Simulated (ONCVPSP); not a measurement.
What one change does to a pseudopotential (phosphorus (P), ONCV)

phosphorus, optimised norm-conserving Vanderbilt (ONCV), made with ONCVPSP 4.0.1 (PW91, scalar-relativistic). Core [He], reference 2s2 2p6 3s2 3p3. Waves: 2s+3s: rc 0.85 bohr, ncon 4, nbas 7, qcut 18.2 1/bohr, 3 projectors, debl 1.2 Ha; 2p+3p: rc 0.80 bohr, ncon 4, nbas 9, qcut 17.2 1/bohr, 2 projectors; d scattering state at 0.16 Ha: rc 0.95 bohr, ncon 5, nbas 9, qcut 10.4 1/bohr, 2 projectors, debl 0.6 Ha. Local part: polynomial inside 0.80 bohr (lpopt 5, dvloc0 1 Ha). Core correction: polynomial model core, fcfact 0.6.

All-electron outer shells of the reference configuration (PW91, scalar-relativistic, ld1.x):

```tsv
shell	level (eV)	outermost node (bohr)	outermost maximum (bohr)
1s	-2085.05	–	0.07
2s	-174.06	0.14	0.42
2p	-124.67	–	0.36
3s	-14.02	0.65	1.58
3p	-5.55	0.64	1.83
```

Change: s: ncon 3, nbas 6.

Cutoffs: the cutoffs (Ha) at which the residual kinetic energy of the hardest occupied pseudo-wave falls to 1 and 0.1 mHa per electron; they do not see the model core or the augmentation charge, which bear on the density cutoff. Errors are all-electron minus pseudo energies relative to the spin-unpolarised reference configuration.

Q: How do hardness, ghosts and transferability respond?

A: The potential gets neither clearly harder nor softer (120 Ha and 134 Ha → 120 Ha and 134 Ha); the errors of the 4 common tests hardly move; neither file shows a bound ghost.

```tsv
quantity	base	changed
cutoff, loose	120 Ha	120 Ha
cutoff, tight	134 Ha	134 Ha
loose cutoff by channel	s 88 Ha, p 120 Ha	s 77 Ha, p 120 Ha
bound ghosts	none	none
GHOST(+) flags under 300 eV	none	none
error for 2s2 2p6 3s2 3p2, meV [ΔE 9.78 eV]	+0.6	+0.6
error for 2s2 2p6 3s2 3p1, meV [ΔE 28.98 eV]	+2.7	+2.7
error for 2s2 2p6 3s2 3p0, meV [ΔE 58.80 eV]	+9.0	+9.2
error for 2s2 2p6 3s1 3p3, meV [ΔE 18.90 eV]	-0.2	-0.3
s: phases at 0.86 bohr within 0.05 rad from the reference energy up to (Ha; the scan ends near 5)	to the end of the scan	to the end of the scan
p: phases at 0.81 bohr within 0.05 rad from the reference energy up to (Ha; the scan ends near 5)	to the end of the scan	to the end of the scan
d: phases at 0.96 bohr within 0.05 rad from the reference energy up to (Ha; the scan ends near 5)	to the end of the scan	to the end of the scan
rms error of d²Exc/dni dnj with the model core, mHa	2.31	2.31
```
